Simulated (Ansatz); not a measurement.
`CC[SiH2]O` + `[SiH3]P` → `O[SiH2]P[SiH3]` + ethane  (ligand exchange at the Si–C bond)

Isolated molecules relaxed with PBE0-D4/def2-TZVP in Ansatz; ΔE leaves out vibrations. CCSD(T)/CBS is the MP2 limit (def2-TZVPP, def2-QZVPP) plus CCSD(T) − MP2 in def2-TZVPP, frozen cores. This one scheme is used for every species. One conformer a species, not always the lowest.

```
         species  MP2/def2-TZVPP energy (Eh)
     `CC[SiH2]O`                  -445.04496
       `[SiH3]P`                  -632.89152
`O[SiH2]P[SiH3]`                  -998.31990
            `CC`                   -79.63077
```

(1) Work out ΔE.

Largest T1 diagnostic among the species: 0.013.

Results:

(1) ΔE = (-998.31990) + (-79.63077) − (-445.04496) − (-632.89152) = -0.01419 Eh = -37.3 kJ/mol. CCSD(T)/CBS gives -36.8 kJ/mol.

The D4 term adds −4.5 kJ/mol with B3LYP and −2.5 kJ/mol with PBE0; it sums over pairs of atoms, weighted by their polarisabilities, and B3LYP, whose exchange is more repulsive, gets the larger term. In def2-TZVPP, CCSD(T) changes the Hartree–Fock value by −6.3 kJ/mol (the triples alone add −2.4 kJ/mol) and MP2 by −9.1 kJ/mol.

B3LYP here is the variant with VWN-RPA as its local correlation; programs differ in this.
